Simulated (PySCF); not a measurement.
SMILES COC(=O)[SiH2][SiH2]S (C₂H₈O₂SSi₂) (GFN2-xTB optimised geometry):

```
15

C      2.690     2.088    -0.003
O      2.000     0.838     0.000
C      0.671     0.838     0.000
O     -0.017     1.834     0.000
Si    -0.032    -0.940     0.001
Si    -2.316    -0.561     0.049
S     -3.373    -2.453     0.080
H      1.969     2.903     0.078
H      3.250     2.171    -0.934
H      3.373     2.097     0.845
H      0.521    -1.614    -1.178
H      0.549    -1.621     1.167
H     -2.818     0.156     1.223
H     -2.899     0.028    -1.152
H     -2.885    -2.903     1.225
```

Method: PBE/def2-TZVP in PySCF.

Problem. What are the frontier orbital energies and the dipole moment?

Solution. HOMO-2 -7.49 eV, HOMO-1 -6.43 eV, HOMO -5.94 eV, LUMO -1.87 eV, LUMO+1 -1.43 eV; dipole moment 2.77 D.

On the same geometry PySCF 2.14.0 with PBE0/def2-TZVP gives HOMO-2 -8.73 eV, HOMO-1 -7.94 eV, HOMO -7.15 eV, LUMO -0.90 eV, LUMO+1 -0.62 eV; dipole moment 2.82 D.

Meta-Löwdin charges at PBE/def2-TZVP: C1 -0.17, O2 -0.29, C3 0.28, O4 -0.43, Si5 0.29, Si6 0.32, S7 -0.31, H8 0.14, H9 0.13, H10 0.13, H11 -0.05, H12 -0.05, H13 -0.06, H14 -0.05, H15 0.11.
